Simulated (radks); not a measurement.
Problem. The mean radii <r> (bohr) of the occupied orbitals of an atom or ion are listed with their occupations. All-electron calculation, Dirac Kohn-Sham, PBE, spin-unpolarised, spherical densities, point nucleus. Program: a radial shooting solver on a logarithmic mesh with Libxc functionals.

orbital  occ.      <r>
1s1/2       2  0.02558
2s1/2       2   0.1093
2p1/2       2  0.09193
2p3/2       4  0.09793
3s1/2       2   0.2916
3p1/2       2   0.2815
3p3/2       4   0.2934
3d3/2       4   0.2644
3d5/2       6   0.2681
4s1/2       2   0.6739
4p1/2       2   0.6969
4p3/2       4   0.7241
4d3/2       4   0.7947
4d5/2       6   0.8046
5s1/2       2    1.637
5p1/2       2    1.856
5p3/2       4    1.938
6s1/2       1    4.332

Name the element and its charge. Open shells, if any, fill j = l - 1/2 first.

Solution. Z = 56, barium, charge +1: Ba+ in [Xe] 6s1. The 1s radius gives Z: for a bare nucleus <r> = (2 gamma + 1)/(2Z) with gamma = sqrt(1 - (Z/c)^2), 0.02523 bohr for Z = 56, and screening makes it slightly larger (0.02558 here). The occupations add up to 55, and the charge is Z minus that.
